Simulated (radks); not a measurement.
All-electron atom: Cs I in [Xe] 5d1 (not the ground configuration).

All-electron calculation, Dirac Kohn-Sham, BLYP, spin-unpolarised, spherical densities, point nucleus; open shells fill j = l - 1/2 first. Program: a radial shooting solver on a logarithmic mesh with Libxc functionals.

Energy parts (hartree):
part                       energy
total                  -7790.9146
kinetic                 8297.5548
electron-nucleus      -18944.7314
Hartree                 3049.6445
exchange-correlation    -193.3826

Orbitals (lengths in bohr, moments of r in powers of bohr):
orbital	occ.	eigenvalue (hartree)	<r^4>	<1/r>	small-component weight
1s1/2	2	-1314.775	2.245e-06	59.41	4.12e-02
2s1/2	2	-206.1558	0.0003767	13.92	8.86e-03
2p1/2	2	-193.9536	0.0002391	13.90	8.90e-03
2p3/2	4	-181.0018	0.0002912	12.73	8.41e-03
3s1/2	2	-42.84650	0.01586	4.988	2.66e-03
3p1/2	2	-37.74984	0.01497	4.900	2.60e-03
3p3/2	4	-35.26851	0.01740	4.610	2.47e-03
3d3/2	4	-26.31038	0.01381	4.470	2.35e-03
3d5/2	6	-25.78351	0.01447	4.396	2.31e-03
4s1/2	2	-8.07663	0.4350	2.036	7.90e-04
4p1/2	2	-6.24820	0.5280	1.928	7.26e-04
4p3/2	4	-5.74093	0.6137	1.834	6.83e-04
4d3/2	4	-2.76895	1.081	1.599	5.41e-04
4d5/2	6	-2.68484	1.137	1.575	5.30e-04
5s1/2	2	-0.97650	17.73	0.7581	1.54e-04
5p1/2	2	-0.53312	35.77	0.6453	1.14e-04
5p3/2	4	-0.47306	43.92	0.6110	1.03e-04
5d3/2	1	-0.01786	9239	0.2206	1.36e-05
5d5/2	0	-0.01668	10940	0.2106	1.23e-05

The highest occupied level is 5d3/2 at -0.486 eV. Summed over all electrons, <r^2> = 111.1 bohr^2, which gives a Langevin (diamagnetic) susceptibility term of -88 x 10^-6 cm^3/mol. The density falls to 0.001 e/bohr^3 at r = 4.43 bohr.
